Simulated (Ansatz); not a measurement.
The molecule ZrSi, closed-shell singlet (lowest of 2S+1 = 1, 3, 5, 7 at CCSD(T)/def2-TZVPP on PBE0 minima; our sources give no spin for the ground state, which may be another). No spin–orbit coupling.

Constants: fifth-degree fit in 1/R to seven points, most abundant isotopes. Runs in def2 and cc sets follow the lowest solution found near the PBE0 minimum. The singlet is held restricted.

Run with Ansatz (an electronic-structure program). Values without a source in brackets are computed. In def2 rows elements past Kr take small-core potentials, without spin–orbit coupling.

Energies at r2SCAN/def2-TZVPP:

| R (Å) | E (hartree) |
|---|---|
| 2.146423 | -336.34634494 |
| 2.204122 | -336.35263790 |
| 2.257206 | -336.35583786 |
| 2.317213 | -336.35698743 |
| 2.377221 | -336.35599783 |
| 2.446460 | -336.35275016 |
| 2.527240 | -336.34679331 |

### Question
With a reduced mass of 21.3371 u, find the minimum, the force constant and the constants.

### Answer
A fifth-degree polynomial in 1/R puts the minimum at r_e = 2.3173 Å with force constant 258 N/m. Then ω_e = (1/2πc)√(k/μ) = 453 cm⁻¹ and B_e = h/(8π²cμr_e²) = 0.1471 cm⁻¹; the cubic and quartic terms give α_e = 0.00051 and ω_e x_e = 1.1 cm⁻¹.
